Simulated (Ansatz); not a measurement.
Species: HF2In, SMILES `[F][InH][F]` (charge 0, multiplicity 1).

Give a relaxed geometry from B3LYP-D3(BJ)/def2-TZVP in Ansatz (a quantum-chemistry and plane-wave program).

the end point of this relaxation (outside a Z-matrix the atoms follow the SMILES, hydrogens last).
Z-matrix (Å, degrees):
```
In
F 1 1.9484
F 1 1.9484 2 106.84
H 1 1.6859 2 126.58 3 -180.00
```
